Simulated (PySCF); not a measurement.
Computed vibrations of [WO3F]−

[WO3F]− (singlet). PySCF 2.14.0, RKS B3LYP, W def2-SVP with ECP60, O def2-SVP, F def2-SVP; non-relativistic Hamiltonian with scalar-relativistic core potentials where named; density fitting; no spin-orbit coupling. Central differences of gradients.

```xyz
5

W     0.0000    0.0864    0.0000
O     1.7678   -0.2489    0.0000
O     0.0000    1.8384    0.0000
O    -1.7678   -0.2489    0.0000
F     0.0000   -1.9654    0.0000
```

Run from Python with OMP_NUM_THREADS=2. Where DIIS fails, smearing, a level shift and second-order steps follow.
It took 36 s on 2 threads of Arm Neoverse V2, on a shared host.

Q: What are the harmonic wavenumbers and infrared intensities?

A: Modes are labelled in C2v; negative numbers are unstable modes, those under 60 cm⁻¹ near the noise; a finer grid moves soft modes by up to 10 cm⁻¹.
| cm⁻¹ | km/mol | symmetry |
| --- | --- | --- |
| -446 | – | b1 |
| -144 | – | b1 |
| -108 | – | b2 |
| 286 | 32.1 | a1 |
| 366 | 56.2 | b2 |
| 475 | 214.3 | b2 |
| 490 | 65.3 | a1 |
| 877 | 63.4 | a1 |
| 934 | 120.4 | a1 |

Q: Is this a minimum?

A: No: 3 unstable; the lowest moves the atoms so:
```
W    0.00  0.00 -0.05
O    0.00  0.00  0.62
O    0.00  0.00 -0.28
O    0.00  0.00  0.62
F    0.00  0.00 -0.37
```
